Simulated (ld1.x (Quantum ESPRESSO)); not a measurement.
**Pseudopotential generation for Sc: TM, Wu–Cohen, scalar-relativistic.**

- Element: Sc (Z = 21)
- Generator: ld1.x (Quantum ESPRESSO) 7.5
- Type: norm-conserving Troullier–Martins (Kleinman–Bylander form)
- Functional: Wu–Cohen
- Relativity: scalar-relativistic
- Frozen core: [Ar]
- Valence charge: 3
- Reference configuration: 3d1.5 4s1.5 4p0
- Partial waves: 4p (bound, empty): rc 3.10 bohr; 3d (bound): rc 2.35 bohr; 4s (bound): rc 2.20 bohr
- Local potential: the s channel
- Core correction: Bessel-smoothed model core inside 1.85 bohr

All-electron outer shells of the reference configuration (Wu–Cohen, scalar-relativistic, ld1.x):

```csv
shell,level (eV),outermost node (bohr),outermost maximum (bohr)
3s,-53.17,0.42,0.93
3p,-31.94,0.39,0.97
4s,-3.81,1.34,3.22
3d,-2.09,–,1.13
4p,-1.25,1.51,4.18
```

Q: Does the generator finish with these settings?

A: Yes, a potential is produced and its reference levels are reproduced.

Q: Estimate the cutoffs (Ry, on a coarse ladder) from which the occupation-weighted sum of valence levels, in a spherical-Bessel basis at the reference potential, stays within 10 and 1 mRy of its value at 400 Ry.

A: 35 Ry and 45 Ry.

Q: What does a ghost test show?

A: No extra level below or beside the all-electron valence levels (p, d, s, f tested).

Q: Which valence shell sets the plane-wave cutoff?

A: 3d: its level needs 40 Ry to come within 1 mRy, against 18 Ry for 4s.

Q: Tests: 3d1 4s2 4p0; 3d1 4s1 4p0; 3d1 4s0 4p0; 3d1 4s1 4p1; 3d2 4s1 4p0; 3d1 4s0 4p1; 3d0 4s2 4p0. Which has the largest error in its energy relative to the reference configuration, and how large is it?

A: 3d1 4s0 4p0, with -123 meV (all-electron minus pseudo) on +18.81 eV.
